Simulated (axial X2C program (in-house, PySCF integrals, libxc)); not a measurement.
# Potential curves of CuC, two-component

Calculated with an in-house relativistic program for diatomic molecules. Two-component (2c) means X2C with spin–orbit coupling and atomic mean-field two-electron Coulomb and Gaunt terms. Basis: Cu dyall-cv3z [9s9p6d3f2g], C dyall-v3z [7s6p2d1f] (cores contracted in-house); Gaussian nuclei, density fitting, unrestricted open shells. Masses: Cu 62.930 u, C 12.000 u.

State: Ω = 3/2 (⟨Sz⟩ = 1.50, ⟨Lz⟩ = 0.00 at HF). Energies in kJ/mol from the fragments at the same level (Cu + C). Fits are polynomials in 1 − R0/R over 0.85 to 1.23 times the lowest point R0.

```json
{"R (Å)": "1.5529", "MP2": "-183.24"}
{"R (Å)": "1.6243", "MP2": "-213.25"}
{"R (Å)": "1.6779", "MP2": "-225.32"}
{"R (Å)": "1.7314", "MP2": "-230.59"}
{"R (Å)": "1.7850", "MP2": "-230.68"}
{"R (Å)": "1.8475", "MP2": "-225.94"}
{"R (Å)": "1.9100", "MP2": "-217.46"}
{"R (Å)": "1.9903", "MP2": "-202.94"}
{"R (Å)": "2.0884", "MP2": "-182.03"}
{"R (Å)": "2.2312", "MP2": "-149.51"}
```

Correlated methods: 15 electrons correlated (number of frozen shells: Cu 3 s, 2 p; C 1 s), 220 virtual spin orbitals or spinors in MP2.

The state is one determinant whose occupation by symmetry is held fixed; it was picked as the lowest of a PBE0 search that is not exhaustive. De is counted from the lowest determinant-based energies of the atoms at the same level, without counterpoise correction. The 2c atoms are single determinants rather than J levels; their spin–orbit lowering is only partly caught, and De is too large by that part. This holds for MP2. Other states lie close and PBE0, whose exact exchange favours high spin, may order them wrongly; the determinant shown need not be the ground state. The nearest other 2c determinant of the search, Ω = 1/2, lies 0.16 eV up at the distance of the search. With several unpaired electrons one determinant need not be a pure state. This is the top spin component of a Σ state; components of lower Ω are not single determinants and can lie lower. MP2 and coupled cluster on one determinant become unreliable at the stretched end.

(1) What are Re, ωe and De at the MP2 level?

Results:

(1) At MP2, 2c: Re = 1.759 Å, ωe ≈ 660 cm⁻¹, De = 2.40 eV to Cu + C; Be follows as 0.541 cm⁻¹.
